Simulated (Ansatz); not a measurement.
Al(OH)2 (AlH2O2), SMILES [Al]([OH])[OH], multiplicity 2.

Coordinates come from a PBE-D3(BJ)/def2-TZVP optimisation. The spin state was assumed, not searched. The isomer is the one that the SMILES or the coordinates give; other isomers of the formula were not compared. One conformer was computed; it need not be the lowest.

Two levels are set side by side: PBE/def2-TZVPD (Ansatz, a quantum-chemistry and plane-wave program) and PBE0/def2-TZVPD (Ansatz). Energy differences of separate SCF runs at the same geometry; the states with an electron removed or added have multiplicity 1 and 1. Differences are taken from unrounded values.

```csv
quantity,PBE0,PBE,PBE minus PBE0
vertical ionisation energy (eV),8.62,8.55,-0.07
vertical electron affinity (eV),1.01,1.14,0.14
```
